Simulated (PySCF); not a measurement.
Computed shifts of a molecule C₂H₈O₂Si, PBE0/pcSseg-1 (PySCF), GIAO, gas phase, atoms alike by connectivity averaged where their shifts nearly agree, in ppm (number of nuclei): ¹³C: 64.0 (1), 21.7 (1). ²⁹Si: -12.8 (1). ¹H: 5.13 (1), 4.79 (1), 3.71 (1), 2.13 (1), 1.57 (3), -0.52 (1). References: ¹³C against TMS (σ = 186.3 ppm); ¹⁷O against H2O (σ = 334.2 ppm); ²⁹Si against TMS (σ = 352.7 ppm); ¹H against TMS (σ = 31.56 ppm), references at their B3LYP-D3(BJ)/def2-TZVP geometries, non-relativistic. Geometry: B3LYP-D3(BJ)/def2-SVP. The values are those of a single conformer.

**Question.** Which molecule gave these data?
(A) C[Si@H](O)CO
(B) OC[C@@H](O)[SiH3]
(C) C[C@H](O)[SiH2]O
(D) CO[Si@@H](C)O

**Answer.** C, C[C@H](O)[SiH2]O
